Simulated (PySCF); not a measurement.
The vertical singlet excitations below were computed for one of the candidates. Method used: TDDFT CAM-B3LYP/def2-SVPD, vertical, gas phase, core orbitals frozen in the response (PySCF 2.14.0, density-fitted response routines). Geometries: GFN2-xTB, one conformer each.

```
state  E (eV)       f
   S1    7.54  0.0095
   S2    8.59   0.034
   S3    9.01   0.011
   S4    9.16  0.0063
   S5    9.36   0.043
   S6    9.70  0.0087
   S7    9.90   0.020
   S8    9.99   0.034
```

Task: Which structure fits? All have the formula C3H4F4O.
A. `FC(F)C(OC)(F)F`
B. `CO[C@@H](F)C(F)(F)F`
C. `OC[C@@H](F)C(F)(F)F`

Result: C. Its S1, at 7.54 eV, is the lowest among the candidates; the nearest of the others has S1 at 8.57 eV. S1 is HOMO→LUMO (75%), HOMO→LUMO+1 (17%). Löwdin shares by element: HOMO oxygen 61%, carbon 22% or more, hydrogen 7% or more; LUMO carbon 30% or more, oxygen 16%, fluorine 10% or more (atoms not listed hold the other 44%). At the same level the other candidates give, for their lowest levels:
- `COC(F)(F)C(F)F`: 9.10 eV (f 0.007); 9.53 eV (f 0.012); 9.78 eV (f 0.029); 10.14 eV (f 0.036); 10.18 eV (f 0.013); T1 8.94 eV; HOMO -11.13, LUMO 1.13 eV
- `CO[C@@H](F)C(F)(F)F`: 8.57 eV (f 0.022); 9.20 eV (f 0.008); 9.54 eV (f 0.038); 9.62 eV (f 0.063); 9.71 eV (f 0.021); T1 8.29 eV; HOMO -10.72, LUMO 1.08 eV

The values belong to the conformer `[OH:1][CH2:2][C@@H:3]([F:4])[C:5]([F:6])([F:7])[F:8]`: O1–C2–C3–F4 -66°, C2–C3–C5–F6 53°, H–O1–C2–C3 58°.
Triplets come from the Tamm–Dancoff approximation.
